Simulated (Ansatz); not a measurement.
System: InH3 (charge -1, doublet). 
Geometry from a B3LYP-D3(BJ)/def2-TZVP (Ansatz, an electronic-structure program) optimisation:
```xyz
4

In    -0.0297    -0.0036     0.0127
H      1.1779    -0.4214     1.2772
H      0.1585     1.7081    -0.5035
H      0.1176    -1.1110    -1.3958
```
Charge -1, spin multiplicity 2.

Basis-set convergence of Hartree-Fock and CCSD correlation energies (hartree) with Ansatz. Valence correlation only, unless marked. Open shells are spin-unrestricted. Spin-orbit coupling is left out. Frozen are the shells of the preceding noble gas and the d and f shells that filled before the atom's block. Past Kr the def2 sets carry scalar-relativistic core potentials.

```tsv
basis	functions	E(HF)	E(corr, CCSD)
def2-SVPD	56	-190.90784	-0.10936
def2-TZVPPD	107	-190.91723	-0.12202
def2-QZVPPD	187	-190.91896	-0.12595
```

Extrapolating the two largest sets (X = 3 and 4) as X^-3: E(corr) = (64·(-0.12595) - 27·(-0.12202))/37 = -0.1288 Eh, an estimate of the basis-set limit. The largest set recovers 97.8 % of it, the smallest 84.9 %.
